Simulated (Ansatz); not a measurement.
The cluster Ga₂S₃, relaxed as a singlet with RKS B3LYP-D4/def2-SVP in Ansatz, starting from the GFN2-xTB geometry. Force threshold 0.02 eV/Å.

Another isomer (singlet) lies 0.45 eV lower at PBE0-D4/def2-TZVP; other spin states weren't run for this one.

Start:

```
atom   x (Å)   y (Å)   z (Å)
 Ga1  -2.569   1.404  -0.881
 Ga2   1.087  -0.595   0.372
  S3  -0.972   0.493   0.811
  S4  -0.387   0.253  -1.278
  S5   2.842  -1.554   0.976
```

| step | energy (eV) | largest force component (eV/Å) | SCF passes |
| --- | --- | --- | --- |
| 1 | -137245.1660 | 0.947 | 17 |
| 2 | -137245.2350 | 0.360 | 20 |
| 3 | -137245.2447 | 0.039 | 20 |
| 4 | -137245.2449 | 0.012 | 15 |
| 5 | -137245.2449 | 0.003 | 14 |
| 6 | -137245.2449 | 0.009 | 16 |
| 7 | -137245.2453 | 0.025 | 22 |
| 8 | -137245.2710 | 0.203 | 21 |
| 9 | -137245.3299 | 0.276 | 21 |
| 10 | -137245.4022 | 0.214 | 20 |
| 11 | -137245.4657 | 0.259 | 21 |
| 12 | -137245.5124 | 0.159 | 20 |
| 13 | -137245.5365 | 0.111 | 21 |
| 14 | -137245.5593 | 0.136 | 20 |
| 15 | -137245.5688 | 0.087 | 19 |
| 16 | -137245.5704 | 0.010 | 21 |

Force components are those of the run's own axes.

End:

```xyz
5

Ga   -2.4170    0.0661   -0.6829
Ga    0.9536   -0.3788    0.3100
S    -0.6368    1.2645    0.8454
S    -0.0377    1.0145   -1.2993
S     2.1378   -1.9663    0.8268
```

By distances, no bond broke or formed. The bond that changes most is Ga1–S4, from 2.50 to 2.63 Å (atoms count from 1).

The force fell under the threshold at step 4, but the optimiser went on and released 0.325 eV more. No frequencies were taken in this run, so the end may be a saddle point.

Run time 29 s (4 threads of Intel Xeon Platinum 8375C on a shared host).
